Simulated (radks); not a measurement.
The mean radii <r> (bohr) of the occupied orbitals of an atom or ion are listed with their occupations. Calculated with a radial shooting solver on a logarithmic mesh with Libxc functionals: scalar-relativistic Kohn-Sham, PBE, spin-polarised, spherical densities, point nucleus.

orbital  occ.      <r>
1s up       1  0.02232
1s down     1  0.02232
2s up       1  0.09512
2s down     1  0.09511
2p up       3  0.08390
2p down     3  0.08390
3s up       1   0.2497
3s down     1   0.2495
3p up       3   0.2482
3p down     3   0.2479
3d up       5   0.2261
3d down     5   0.2259
4s up       1   0.5643
4s down     1   0.5643
4p up       3   0.5966
4p down     3   0.5967
4d up       5   0.6473
4d down     5   0.6481
5s up       1    1.315
5s down     1    1.330
5p up       3    1.500
5p down     3    1.520
4f up       5   0.8201
6p up       2    3.702

Name the element and its charge. Open shells, if any, are filled with parallel spins first.

Answer. Z = 63, europium, charge +2: Eu2+ in [Xe] 4f5 6p2. The 1s radius gives Z: for a bare nucleus <r> = (2 gamma + 1)/(2Z) with gamma = sqrt(1 - (Z/c)^2), 0.02203 bohr for Z = 63, and screening makes it slightly larger (0.02232 here). The occupations add up to 61, and the charge is Z minus that.
